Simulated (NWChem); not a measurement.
Molecule: AlH2OF; SMILES [OH][AlH][F]

```xyz
5

Al    -0.4803     0.0475     0.0000
H     -2.0277    -0.1871     0.0000
F      0.5643    -1.2476     0.0000
O      0.1306     1.6228     0.0000
H      1.0491     1.8954     0.0000
```
Atoms are numbered in this order, from 1.

Level: PBE0/def2-SVP (NWChem), optimised geometry, unscaled harmonic frequencies. 

```
frequency (cm⁻¹)  IR intensity (km/mol)
----------------  ---------------------
250                                51.9
382                               230.4
511                               109.0
543                               118.2
680                               128.1
806                                89.2
952                               149.5
2039                              100.4
3992                              114.4
```

```yaml
zero_point_energy: 14.5 kcal/mol
thermal correction to the enthalpy at 298.15 K (with zero-point energy): 17.8 kcal/mol
heat capacity Cv: 13.6 cal/(mol K)
entropy at 298.15 K and 1 atm (symmetry number 1): 66.2 cal/(mol K)
dipole_moment: 1.03 D
```

Rigid rotor and harmonic oscillator.
